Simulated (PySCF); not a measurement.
MoO₂FBr, SMILES [Br][Mo](=[O])([F])=[O], multiplicity 1.

Coordinates come from a B3LYP-D3(BJ)/def2-SVP optimisation. The multiplicity is an assumed one; no other spin state was optimised. The structure was generated by enumeration; whether it is a known compound was not checked. The def2 effective core potentials stand for the cores of Mo; spin–orbit coupling is left out.

All values below come from TDDFT-M06-2X/def2-SVPD in PySCF.

Vertical excitations. Isolated molecule, no solvent. State labels are in the subgroup Cs.

```csv
state,symmetry,energy (eV),λ (nm),f,main pairs
S1,A",4.43,280,0.001,HOMO→LUMO 90 %
S2,A',4.49,276,0.000,"HOMO−2→LUMO+1 70 %, HOMO→LUMO+1 11 %"
S3,A",4.77,260,0.002,HOMO−2→LUMO 86 %
S4,A',4.84,256,0.023,"HOMO−1→LUMO 67 %, HOMO−2→LUMO+1 18 %"
S5,A",5.21,238,0.001,"HOMO−1→LUMO+1 37 %, HOMO−4→LUMO+1 19 %, HOMO−2→LUMO+2 18 %, HOMO→LUMO+2 13 %"
S6,A',5.30,234,0.002,"HOMO−3→LUMO 57 %, HOMO→LUMO+1 23 %"
S7,A",5.35,232,0.000,"HOMO−1→LUMO+1 42 %, HOMO−2→LUMO+2 31 %, HOMO→LUMO+2 20 %"
S8,A',5.55,223,0.004,"HOMO−1→LUMO+2 65 %, HOMO→LUMO+1 25 %"
S9,A",5.56,223,0.000,"HOMO→LUMO+2 62 %, HOMO−2→LUMO+2 31 %"
S10,A',5.68,218,0.026,"HOMO→LUMO+1 27 %, HOMO−1→LUMO+2 25 %, HOMO−3→LUMO+2 13 %, HOMO−1→LUMO 7 %"
T1,A",4.12,301,0,"HOMO−2→LUMO 45 %, HOMO→LUMO 41 %"
T2,A',4.28,290,0,"HOMO−2→LUMO+1 49 %, HOMO−1→LUMO 28 %, HOMO→LUMO+1 14 %"
T3,A',4.37,284,0,"HOMO−1→LUMO 65 %, HOMO−2→LUMO+1 29 %"
T4,A",4.48,277,0,"HOMO→LUMO 56 %, HOMO−2→LUMO 31 %"
```
Triplets are in the Tamm–Dancoff approximation, which puts them higher than full response would, so one can lie above its singlet here.
